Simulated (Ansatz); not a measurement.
Computed with Ansatz on PBE0-D4/def2-TZVP structures; ΔE is electronic, products minus reactants. CBS: MP2 limit from def2 TZ/QZ plus the TZ coupled-cluster correction, frozen cores. DFT in def2-TZVPP. B3LYP here is the variant with VWN-RPA as its local correlation; programs differ in this. For Ga outer-core shells are correlated without core-valence functions, which leaves a few kJ/mol of doubt a bond. Scalar relativity is left out up to krypton. Each species was taken in one conformer, which may not be the lowest.

Consider the redistribution: `[F][Ga-]1([Cl])[O]C=CC=[O+]1` + `C[SiH2][Al]([CH3])[Cl]` → `C[SiH2][Ga]([F])[Cl]` + `[CH3][Al-]1([Cl])[O]C=CC=[O+]1`.

```tsv
species	B3LYP energy (Eh)
`[F][Ga-]1([Cl])[O]C=CC=[O+]1`	-2751.85317
`C[SiH2][Al]([CH3])[Cl]`	-1073.36534
`C[SiH2][Ga]([F])[Cl]`	-2815.80063
`[CH3][Al-]1([Cl])[O]C=CC=[O+]1`	-1009.47286
```

Q: Work out ΔE.

A: ΔE = (-2815.80063) + (-1009.47286) − (-2751.85317) − (-1073.36534) = -0.05498 Eh = -144.3 kJ/mol. CCSD(T)/CBS gives -136.5 kJ/mol.

Largest T1 diagnostic among the species: 0.017.
